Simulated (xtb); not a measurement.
F2Si, charge +1, doublet, from a rough starting geometry (a state made from the parent by changing its charge; the spin is typed, not shown lowest); GFN2-xTB run with xtb.

The xtb input:
```
$ xtb mol.xyz --gfn 2 --chrg 1 --uhf 1 --opt vtight --json

# file mol.xyz
3

F     -1.35561761    -0.34975165     0.01361901
Si    -0.00858166     0.54511938     0.04220323
F      1.37482805    -0.23173305    -0.06707862
```

Question: What does xtb print? Leave out banner, timings and long lists.

Answer: 
```
   ID    Z sym.   atoms
    1    9 F      1, 3
    2   14 Si     2

           -------------------------------------------------
          |                Calculation Setup                |
           -------------------------------------------------

           -------------------------------------------------
          |                 G F N 2 - x T B                 |
           -------------------------------------------------

          ...................................................
          :                      SETUP                      :
          :.................................................:
          :  # basis functions                  18          :
          :  # atomic orbitals                  17          :
          :  # shells                            7          :
          :  # electrons                        17          :
          :  max. iterations                   250          :
          :  Hamiltonian                  GFN2-xTB          :
          :  restarted?                      false          :
          :  GBSA solvation                  false          :
          :  PC potential                    false          :
          :  electronic temp.          300.0000000     K    :
          :  accuracy                    1.0000000          :
          :  -> integral cutoff          0.2500000E+02      :
          :  -> integral neglect         0.1000000E-07      :
          :  -> SCF convergence          0.1000000E-05 Eh   :
          :  -> wf. convergence          0.1000000E-03 e    :
          :  Broyden damping             0.4000000          :
          :  net charge                          1          :
          :  unpaired electrons                  1          :
          ...................................................

 iter      E             dE          RMSdq      gap      omega  full diag
   1    -10.6810587 -0.106811E+02  0.151E+01    4.23       0.0  T
   2    -10.7132402 -0.321816E-01  0.108E+01    3.51       1.0  T
   3    -10.7192232 -0.598297E-02  0.372E+00    2.75       1.0  T
   4    -10.7202341 -0.101088E-02  0.151E+00    3.26       1.0  T
   5    -10.7203943 -0.160196E-03  0.114E+00    3.00       1.0  T
   6    -10.7223086 -0.191431E-02  0.252E-01    3.16       1.0  T
   7    -10.7222469  0.616497E-04  0.311E-01    3.09       1.0  T
   8    -10.7224395 -0.192567E-03  0.367E-02    3.13       1.6  T
   9    -10.7224422 -0.270037E-05  0.359E-03    3.13      16.1  T
  10    -10.7224422 -0.255739E-07  0.101E-03    3.13      57.4  T
  11    -10.7224422 -0.199850E-08  0.172E-04    3.13     336.5  T
  12    -10.7224422 -0.650733E-10  0.128E-05    3.13    4522.9  T

   *** convergence criteria satisfied after 12 iterations ***

         :::::::::::::::::::::::::::::::::::::::::::::::::::::
         ::                     SUMMARY                     ::
         :::::::::::::::::::::::::::::::::::::::::::::::::::::
         :: total energy             -10.698154199337 Eh    ::
         :: gradient norm              0.059542746044 Eh/a0 ::
         :: HOMO-LUMO gap              3.129482380844 eV    ::
         ::.................................................::
         :: SCC energy               -10.722442237041 Eh    ::
         :: -> isotropic ES            0.177795636037 Eh    ::
         :: -> anisotropic ES          0.001249285671 Eh    ::
         :: -> anisotropic XC         -0.008575675323 Eh    ::
         :: -> dispersion             -0.000704600801 Eh    ::
         :: repulsion energy           0.024288037703 Eh    ::
         :: add. restraining           0.000000000000 Eh    ::
         :: total charge               1.000000000000 e     ::
         :::::::::::::::::::::::::::::::::::::::::::::::::::::

      -----------------------------------------------------------
     |                   =====================                   |
     |                        A N C O P T                        |
     |                   =====================                   |
     |               Approximate Normal Coordinate               |
     |                Rational Function Optimizer                |
      -----------------------------------------------------------
      -----------------------------------------------------------
     |                   =====================                   |
     |                        A N C O P T                        |
     |                   =====================                   |
     |               Approximate Normal Coordinate               |
     |                Rational Function Optimizer                |
      -----------------------------------------------------------

          ...................................................
          :                      SETUP                      :
          :.................................................:
          :   optimization level         verytight          :
          :   max. optcycles                   200          :
          :   ANC micro-cycles                  20          :
          :   degrees of freedom                 3          :
          :.................................................:
          :   RF solver                   davidson          :
          :   write xtbopt.log                true          :
          :   linear?                        false          :
          :   energy convergence         0.1000000E-06 Eh   :
          :   grad. convergence          0.2000000E-03 Eh/α :
          :   maxmium RF displ.          1.0000000          :
          :   Hlow (freq-cutoff)         0.1000000E-01      :
          :   Hmax (freq-cutoff)         5.0000000          :
          :   S6 in model hess.         20.0000000          :
          ...................................................

generating ANC from exact Hessian ...
Using Lindh-Hessian (1995)
 Shifting diagonal of input Hessian by    0.0000000000000000
 Lowest  eigenvalues of input Hessian
[...]
 * total energy  :   -10.6981542 Eh     change       -0.3108624E-12 Eh
 * total energy  :   -10.7005072 Eh     change       -0.2353000E-02 Eh
 * total energy  :   -10.7015595 Eh     change       -0.1052276E-02 Eh
 * total energy  :   -10.7016521 Eh     change       -0.9259390E-04 Eh
 * total energy  :   -10.7016544 Eh     change       -0.2290209E-05 Eh
 * total energy  :   -10.7016552 Eh     change       -0.8527008E-06 Eh
 * total energy  :   -10.7016560 Eh     change       -0.7450419E-06 Eh
 * total energy  :   -10.7016560 Eh     change       -0.6811488E-07 Eh
   *** GEOMETRY OPTIMIZATION CONVERGED AFTER 8 ITERATIONS ***
[...]
          :  # electrons                        17          :
          :  max. iterations                   250          :
          :  Hamiltonian                  GFN2-xTB          :
          :  restarted?                      false          :
          :  GBSA solvation                  false          :
          :  PC potential                    false          :
          :  electronic temp.          300.0000000     K    :
          :  accuracy                    1.0000000          :
          :  -> integral cutoff          0.2500000E+02      :
          :  -> integral neglect         0.1000000E-07      :
          :  -> SCF convergence          0.1000000E-05 Eh   :
          :  -> wf. convergence          0.1000000E-03 e    :
          :  Broyden damping             0.4000000          :
          :  net charge                          1          :
          :  unpaired electrons                  1          :
          ...................................................

 iter      E             dE          RMSdq      gap      omega  full diag
   1    -10.7391940 -0.107392E+02  0.308E-05    3.20       0.0  T
   2    -10.7391940 -0.312639E-12  0.137E-05    3.20    4220.4  T
   3    -10.7391940 -0.461853E-13  0.133E-05    3.20    4348.4  T

   *** convergence criteria satisfied after 3 iterations ***

         :::::::::::::::::::::::::::::::::::::::::::::::::::::
         ::                     SUMMARY                     ::
         :::::::::::::::::::::::::::::::::::::::::::::::::::::
         :: total energy             -10.701656024981 Eh    ::
         :: gradient norm              0.000082750048 Eh/a0 ::
         :: HOMO-LUMO gap              3.198580178869 eV    ::
         ::.................................................::
         :: SCC energy               -10.739193978772 Eh    ::
         :: -> isotropic ES            0.177564853568 Eh    ::
         :: -> anisotropic ES          0.001263852808 Eh    ::
         :: -> anisotropic XC         -0.008645610438 Eh    ::
         :: -> dispersion             -0.000704445843 Eh    ::
         :: repulsion energy           0.037537953792 Eh    ::
         :: add. restraining           0.000000000000 Eh    ::
         :: total charge               1.000000000000 e     ::
         :::::::::::::::::::::::::::::::::::::::::::::::::::::

           -------------------------------------------------
          |                Property Printout                |
           -------------------------------------------------

    * Orbital Energies and Occupations

         #    Occupation            Energy/Eh            Energy/eV
      -------------------------------------------------------------
         1        2.0000           -1.2356147             -33.6228
         2        2.0000           -1.1566663             -31.4745
         3        2.0000           -0.9609985             -26.1501
         4        2.0000           -0.8795372             -23.9334
         5        2.0000           -0.8706465             -23.6915
         6        2.0000           -0.8682949             -23.6275
         7        2.0000           -0.8561751             -23.2977
         8        2.0000           -0.8505840             -23.1456
         9        1.0000           -0.7259280             -19.7535 (HOMO)
        10                         -0.6083824             -16.5549 (LUMO)
        11                         -0.4941558             -13.4467
        12                         -0.4854709             -13.2103
        13                         -0.3922133             -10.6727
        14                         -0.3453068              -9.3963
        15                         -0.3380393              -9.1985
        16                          0.4055546              11.0357
        17                          0.6981491              18.9976
      -------------------------------------------------------------
                  HL-Gap            0.1175457 Eh            3.1986 eV
             Fermi-level           -0.7277056 Eh          -19.8019 eV

     #   Z          covCN         q      C6AA      α(0)
     1   9 F        0.705     0.076     8.749     3.493
     2  14 Si       1.411     0.847   176.574    28.477
     3   9 F        0.705     0.076     8.749     3.493

 Mol. C6AA /au·bohr⁶  :        345.475622
 Mol. C8AA /au·bohr⁸  :      17913.182342
 Mol. α(0) /au        :         35.462130

Wiberg/Mayer (AO) data.
largest (>0.10) Wiberg bond orders for each atom

 ---------------------------------------------------------------------------
     #   Z sym  total        # sym  WBO       # sym  WBO       # sym  WBO
 ---------------------------------------------------------------------------
     1   9 F    1.633 --     2 Si   1.528     3 F    0.104
     2  14 Si   3.057 --     1 F    1.528     3 F    1.528
     3   9 F    1.633 --     2 Si   1.528     1 F    0.104
 ---------------------------------------------------------------------------

Topologies differ in total number of bonds
Writing topology from bond orders to xtbtopo.mol

molecular dipole:
                 x           y           z       tot (Debye)
 q only:       -0.023       0.754       0.057
   full:       -0.032       0.964       0.075       2.459
molecular quadrupole (traceless):
                xx          xy          yy          xz          yz          zz
 q only:        0.529       0.016       0.380      -0.046       0.100      -0.909
  q+dip:       -0.390      -0.042       0.928      -0.008       0.115      -0.538
   full:       -2.263      -0.109       0.523       0.124      -0.104       1.740

optimized geometry written to: xtbopt.xyz

           -------------------------------------------------
          | TOTAL ENERGY              -10.701656024981 Eh   |
          | GRADIENT NORM               0.000082750048 Eh/α |
          | HOMO-LUMO GAP               3.198580178869 eV   |
           -------------------------------------------------

normal termination of xtb
```
